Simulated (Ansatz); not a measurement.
Molecule: C₃H₉FO₃Si, charge 0, multiplicity 1. 
Geometry from a B3LYP-D3(BJ)/def2-TZVP (Ansatz, a quantum-chemistry and plane-wave program) optimisation:
```
Si
F 1 1.5936
O 1 1.6163 2 111.72
C 3 1.4227 1 126.19 2 73.65
H 4 1.0892 3 107.83 1 168.51
H 4 1.0919 5 109.23 3 120.71
H 4 1.0925 5 108.91 6 119.20
O 1 1.6180 2 105.06 3 -118.95
C 8 1.4223 1 124.49 2 173.92
H 9 1.0891 8 107.78 1 178.24
H 9 1.0920 10 109.17 8 -120.41
H 9 1.0934 10 108.93 11 -118.90
O 1 1.6260 2 108.37 8 -122.32
C 13 1.4224 1 124.98 2 52.36
H 14 1.0893 13 107.91 1 178.29
H 14 1.0924 15 109.04 13 -120.57
H 14 1.0931 15 108.94 16 -118.75
```

Computed values are from Ansatz. Cores are frozen in the correlated levels unless marked. UHF or UKS for open shells. No spin-orbit coupling. No relativistic terms. CBS marks a two-point X^-3 extrapolation of the correlation energy; Hartree-Fock from the larger set. [CCSD(T)-MP2]/basis is that difference in the basis named.

```yaml
atomisation energy De: 6974.6 kJ/mol at RI-MP2/CBS(aug-cc-pV(T+d)Z,aug-cc-pV(Q+d)Z)+[CCSD(T)-MP2]/aug-cc-pV(T+d)Z
total_energy: -734.1568 Eh at RI-MP2/CBS(aug-cc-pV(T+d)Z,aug-cc-pV(Q+d)Z)+[CCSD(T)-MP2]/aug-cc-pV(T+d)Z
dipole_moment: 2.16 D at CCSD(T)/aug-cc-pV(D+d)Z
T1 diagnostic: 0.012 at CCSD/aug-cc-pV(T+d)Z
```
